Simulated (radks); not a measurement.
Problem. Valence configurations of Mo I (all share [Kr]). All-electron calculation, scalar-relativistic Kohn-Sham, r2SCAN, spin-unpolarised, spherical densities, finite nucleus; meta-GGA in the generalised Kohn-Sham scheme; Fermi nuclear charge, rms radius 4.4091 fm. Program: a radial shooting solver on a logarithmic mesh with Libxc functionals. Order these by energy: 4d5 5p1; 4d5 5s1; 4d4.5 5s1.5; 4d5.5 5s0.5; 4d6; 4d4.5 5s1 5p0.5; 4d5 5s0.5 5p0.5; 4d4 5s1 5p1; 4d4 5s2; 4d4 5p2.

Solution. From the lowest, in eV above it: 4d4.5 5s1.5 0.000; 4d5 5s1 0.056; 4d4 5s2 0.174; 4d5.5 5s0.5 0.297; 4d6 0.714; 4d5 5s0.5 5p0.5 1.624; 4d4.5 5s1 5p0.5 1.729; 4d5 5p1 3.187; 4d4 5s1 5p1 3.911; 4d4 5p2 7.619. NIST lists [Kr] 4d5 5s1 as the ground configuration; this level of theory puts 4d4.5 5s1.5 lower, by 0.056 eV. The energies are those of spherical spin-averaged densities, not of single terms.
